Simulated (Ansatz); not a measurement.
Ansatz (a first-principles code) input:

Ansatz 0.2 input:
```yaml
crystal:
  periodic: [false, false, false]
  atoms:
    - {symbol: Ti, position_ang: [1.12684954, -0.41087601, 0.01085392]}
    - {symbol: O, position_ang: [2.11951871, -0.39208638, -1.26634104]}
    - {symbol: Br, position_ang: [-1.19276684, 0.34788467, 0.28262691]}
basis:
  gaussian:
    orbitals: def2-TZVP
hamiltonian:
  xc: b3lyp
  dispersion: d3bj
magnetization: {spin_polarized: true, initial_magnetization: 1}
phonons: {temperatures: {t_min: 298.15, t_max: 298.15, t_step: 100}}
```

Q: Predict the final energy.

A: -3499.01040 Eh (B3LYP-D3(BJ)/def2-TZVP). The basis has 124 functions.

The spin state was set by rule; other spins were not relaxed.
